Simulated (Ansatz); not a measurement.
`C#[C][Al]([NH2])[NH2]` + `F[CH]([AlH2])[SiH3]` → `C#C[SiH2][CH](F)[AlH2]` + `[NH2][AlH][NH2]`  (formal exchange of groups at a C–Al bond)

Calculated with Ansatz (gas phase, PBE0-D4/def2-TZVP geometries, no zero-point term in ΔE). CCSD(T)/CBS adds triple-zeta CCSD(T) − MP2 to the extrapolated MP2 energy (def2 sets, frozen cores). This one scheme is used for every species. DFT in def2-TZVPP. B3LYP here is the variant with VWN-RPA as its local correlation; programs differ in this. Each species was taken in one conformer, which may not be the lowest.

Q: Is it downhill or uphill in electronic energy at CCSD(T)/CBS, and by how much? (Best estimate.)

A: Ansatz gave: Uphill: ΔE = +1.9 kcal/mol.

Q: What do these levels give: PBE-D4, r2SCAN-D4, PBE0-D4, B2PLYP, PBE0, B3LYP, HF/def2-TZVPP, MP2/def2-TZVPP, SCS-MP2/def2-TZVPP, CCSD/def2-TZVPP, SCS-MP2/def2-QZVPP, MP2/CBS(def2)? (An estimate is asked.)

A: Ansatz gave: PBE-D4 -0.6, r2SCAN-D4 0.4, PBE0-D4 -0.3, B2PLYP 3.7, PBE0 0.8, B3LYP 4.7, HF/def2-TZVPP 7.2, MP2/def2-TZVPP 1.5, SCS-MP2/def2-TZVPP 2.7, CCSD/def2-TZVPP 3.2, SCS-MP2/def2-QZVPP 2.5, MP2/CBS(def2) 1.2 kcal/mol.

Largest T1 diagnostic among the species: 0.013.

In def2-TZVPP, CCSD(T) changes the Hartree–Fock value by −4.9 kcal/mol (the triples alone add −1.0 kcal/mol) and MP2 by −5.6 kcal/mol. The D4 term adds −2.1 kcal/mol with B3LYP and −1.0 kcal/mol with PBE0; it sums over pairs of atoms, weighted by their polarisabilities, and B3LYP, whose exchange is more repulsive, gets the larger term.
